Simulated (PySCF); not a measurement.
CH5NO2Si2, SMILES N#CO[Si@H](O)[SiH3]. Coordinates come from a PBE-D3(BJ)/def2-SVP optimisation. The structure was generated by enumeration; whether it is a known compound was not checked. The values are those of a single conformer.

Q: Give the equilibrium geometry at PBE-D3(BJ)/def2-SVP (PySCF confirms it by a frequency run) as Cartesian coordinates in Å. (An estimate is asked for; the answer gives what the named calculation found.)

A: This is not unique; one that fits is 
```xyz
11

N      2.2195    -0.9396     1.5015
C      1.8258    -0.3475     0.5615
O      1.4046     0.2959    -0.4737
Si    -0.2966     0.6630    -0.7106
O     -0.7119     2.0291     0.1513
Si    -1.5217    -1.2373    -0.0433
H     -0.3204     1.0538    -2.1473
H     -0.8798     1.9092     1.1032
H     -0.9183    -2.4842    -0.6232
H     -2.9331    -1.0708    -0.5362
H     -1.5254    -1.3055     1.4585
```
